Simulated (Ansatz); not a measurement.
The cluster Al2F2. Charge 0, multiplicity 1. Geometry r2SCAN-D4/def2-TZVP.

```xyz
4

Al    1.088    0.299   -0.986
Al   -1.087   -0.297    0.991
F     2.408   -0.664   -0.679
F    -2.409    0.662    0.674
```

B3LYP takes the VWN-RPA correlation. At HF/def2-TZVP the restricted singlet is unstable: a solution with broken spin symmetry lies lower. The structure comes from a short search, and lower isomers may exist.

(1) Estimate the orbital energies around the gap (eV) in Ansatz with HF/def2-TZVP, PBE-D4/def2-TZVPD, B97M-V/def2-TZVP, B3LYP-D4/6-31G, PBE0-D4/def2-TZVPD.

Answers

(1) 
```json
{"orbital": "HOMO−5", "HF/def2-TZVP": "-16.86", "PBE-D4/def2-TZVPD": "-9.63", "B97M-V/def2-TZVP": "-10.06", "B3LYP-D4/6-31G": "-10.76", "PBE0-D4/def2-TZVPD": "-11.60"}
{"orbital": "HOMO−4", "HF/def2-TZVP": "-16.83", "PBE-D4/def2-TZVPD": "-9.61", "B97M-V/def2-TZVP": "-10.04", "B3LYP-D4/6-31G": "-10.70", "PBE0-D4/def2-TZVPD": "-11.57"}
{"orbital": "HOMO−3", "HF/def2-TZVP": "-16.80", "PBE-D4/def2-TZVPD": "-9.60", "B97M-V/def2-TZVP": "-10.03", "B3LYP-D4/6-31G": "-10.69", "PBE0-D4/def2-TZVPD": "-11.56"}
{"orbital": "HOMO−2", "HF/def2-TZVP": "-16.80", "PBE-D4/def2-TZVPD": "-9.58", "B97M-V/def2-TZVP": "-10.01", "B3LYP-D4/6-31G": "-10.68", "PBE0-D4/def2-TZVPD": "-11.55"}
{"orbital": "HOMO−1", "HF/def2-TZVP": "-11.24", "PBE-D4/def2-TZVPD": "-7.59", "B97M-V/def2-TZVP": "-7.83", "B3LYP-D4/6-31G": "-8.50", "PBE0-D4/def2-TZVPD": "-8.76"}
{"orbital": "HOMO", "HF/def2-TZVP": "-7.96", "PBE-D4/def2-TZVPD": "-5.59", "B97M-V/def2-TZVP": "-5.69", "B3LYP-D4/6-31G": "-6.32", "PBE0-D4/def2-TZVPD": "-6.38"}
{"orbital": "LUMO", "HF/def2-TZVP": "0.25", "PBE-D4/def2-TZVPD": "-3.03", "B97M-V/def2-TZVP": "-2.87", "B3LYP-D4/6-31G": "-2.46", "PBE0-D4/def2-TZVPD": "-2.39"}
{"orbital": "LUMO+1", "HF/def2-TZVP": "0.26", "PBE-D4/def2-TZVPD": "-3.00", "B97M-V/def2-TZVP": "-2.84", "B3LYP-D4/6-31G": "-2.43", "PBE0-D4/def2-TZVPD": "-2.34"}
{"orbital": "LUMO+2", "HF/def2-TZVP": "1.98", "PBE-D4/def2-TZVPD": "-1.53", "B97M-V/def2-TZVP": "-1.26", "B3LYP-D4/6-31G": "-0.88", "PBE0-D4/def2-TZVPD": "-0.79"}
{"orbital": "LUMO+3", "HF/def2-TZVP": "2.24", "PBE-D4/def2-TZVPD": "-1.19", "B97M-V/def2-TZVP": "-0.82", "B3LYP-D4/6-31G": "-0.24", "PBE0-D4/def2-TZVPD": "-0.50"}
{"orbital": "LUMO+4", "HF/def2-TZVP": "3.52", "PBE-D4/def2-TZVPD": "0.01", "B97M-V/def2-TZVP": "0.64", "B3LYP-D4/6-31G": "0.93", "PBE0-D4/def2-TZVPD": "0.56"}
{"orbital": "LUMO+5", "HF/def2-TZVP": "4.08", "PBE-D4/def2-TZVPD": "0.06", "B97M-V/def2-TZVP": "0.98", "B3LYP-D4/6-31G": "1.70", "PBE0-D4/def2-TZVPD": "0.56"}
```
